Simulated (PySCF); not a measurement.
C₆H₉NOSi.
Atom-mapped SMILES: `[N:1]#[C:2][CH2:3][C:4]1=[CH:5][SiH2:6][CH2:7][CH2:8][O:9]1`

NICS = −σ at a ghost point: NICS(0) at the centroid of the ring atoms, NICS(1) 1 Å to either side along the normal of their mean plane, zz for the tensor component along that normal. Level: GIAO PBE0/pcSseg-1 (PySCF, non-relativistic, gas phase) on the GFN2-xTB geometry, one conformer.

Ring bond lengths (Å), with Mayer bond orders in brackets: C4–C5 1.336 (1.76), C5–Si6 1.867 (0.90), Si6–C7 1.905 (0.89), C7–C8 1.522 (1.04), C8–O9 1.416 (0.87), O9–C4 1.353 (1.07).

Task: Give the NICS values of each ring in ppm.

Result: 
```csv
ring,type,NICS(0),"NICS(1), two faces","NICS(1)zz, two faces",rms pucker (Å),"centre to ring atoms, mean (Å)"
C4–C5–Si6–C7–C8–O9,"6-membered ring with O and Si; formal bonds 1 double, 5 single",-1.5,-2.0 / -2.0,2.0 / 1.6,0.21,1.52
```

Task: What do they say, and how far can they be read as aromaticity?

Result: 
- C4–C5–Si6–C7–C8–O9: mean NICS(1)zz 1.8 ppm, near zero. Si6, C7, C8 have four or more neighbours, so the value isn't read as a sign of a π ring current.

Task: List the ring angles and the Hirshfeld charges of the ring atoms.

Result: 
- C4–C5–Si6–C7–C8–O9: C4 127.2° (+0.093 e), C5 121.6° (-0.195 e), Si6 99.5° (+0.334 e), C7 107.6° (-0.167 e), C8 114.5° (+0.013 e), O9 119.2° (-0.100 e); sum 689.6° against 720° for a flat convex ring.

Time: 30 s; peak memory 0.85 GiB. Hardware: an Intel Xeon 6975P-C with one thread (shared host). This is the whole shielding run at PBE0/pcSseg-1, SCF included.
